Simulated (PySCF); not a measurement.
A PySCF script (with the pyscf-properties extension) for the NMR shieldings of SMILES C#Cc1cccc2snnc12, C$_{8}$H$_{4}$N$_{2}$S, on a GFN2-xTB geometry:

```python
import basis_set_exchange as bse
import numpy as np
from pyscf import gto, dft
from pyscf.prop import nmr

atoms = """
C     2.396272    0.105285   -2.406854
C     1.500667   -0.001079   -1.614102
C     0.446064   -0.135287   -0.686407
C    -0.596312   -1.027775   -0.885594
C    -1.632525   -1.155032    0.038936
C    -1.672250   -0.400990    1.193988
C    -0.638421    0.498100    1.413577
S    -0.331678    1.596125    2.712373
N     1.082905    2.117539    1.967298
N     1.332095    1.566595    0.882637
C     0.425628    0.643102    0.486413
H     3.182251    0.203511   -3.094718
H    -0.599742   -1.635028   -1.778292
H    -2.423016   -1.863812   -0.156232
H    -2.476352   -0.503264    1.905065
"""
names = dict.fromkeys(["C", "S", "N", "H"], "pcSseg-1")
basis = {el: gto.basis.parse(bse.get_basis(n, elements=[el], fmt="nwchem")) for el, n in names.items()}
mol = gto.M(atom=atoms, basis=basis, charge=0, verbose=0)
mf = dft.RKS(mol, xc="PBE0")
mf.grids.level = 2
mf.grids.alignment = dft.numint.BLKSIZE   # the property module wants whole blocks of grid points
mf.conv_tol = 1e-9
mf.kernel()

calc = nmr.RKS(mf)   # GIAO
C = mf.mo_coeff
Co = C[:, mf.mo_occ > 0]
resp = mf.gen_response(singlet=True, hermi=2)
def vind(x):   # induced exchange potential for any number of trial vectors
    d = np.einsum("pi,xij,qj->xpq", C, 2 * x.reshape(-1, C.shape[1], Co.shape[1]), Co, optimize=True)
    return np.einsum("xpq,pi,qj->xij", resp(d - d.transpose(0, 2, 1)), C, Co, optimize=True).ravel()
mo1, _ = nmr.rhf.solve_mo1(calc, with_cphf=vind)
sigma = calc.kernel(mo1)
for i, s in enumerate(sigma):   # ppm
    print("%2d %-2s %9.2f" % (i, mol.atom_pure_symbol(i), np.trace(s) / 3))
```

Problem. Give the expected output.

Solution. 
```
 0 C      89.40
 1 C     101.85
 2 C      62.17
 3 C      49.36
 4 C      54.49
 5 C      61.90
 6 C      33.42
 7 S      -8.12
 8 N    -203.04
 9 N    -211.28
10 C      27.60
11 H      28.20
12 H      23.57
13 H      23.86
14 H      23.34
```

These numbers come from an equivalent density-fitted implementation of the same equations, which agrees with the script to about 0.01 ppm for H and up to a few tenths of a ppm for heavy atoms, so last digits may differ.

Problem. Turn these shieldings into chemical shifts. References, each an isolated molecule treated in the same way: ¹³C (σ = 186.93 ppm) and ¹H (σ = 31.72 ppm) vs TMS; CS2 for ³³S (σ = 503.73 ppm); NH3 for ¹⁵N (σ = 267.73 ppm).

Solution. Averaging equivalent atoms: C 10: 159.3; C 6: 153.5; C 3: 137.6; C 4: 132.4; C 5: 125.0; C 2: 124.8; C 0: 97.5; C 1: 85.1; S 7: 512; N 9: 479.0; N 8: 470.8; H 14: 8.37; H 12: 8.15; H 13: 7.86; H 11: 3.52 ppm. Experimental scales use liquid or dissolved standards, which lie at an offset from isolated NH3 (liquid NH3: subtract about 20 ppm). Unscaled 15N shifts of sp2 nitrogen come out 20 to 40 ppm too high even then.

Size and cost of the density-fitted run: 214 basis functions, 48 s wall time on 1 thread of an Arm Neoverse V1, shared host.
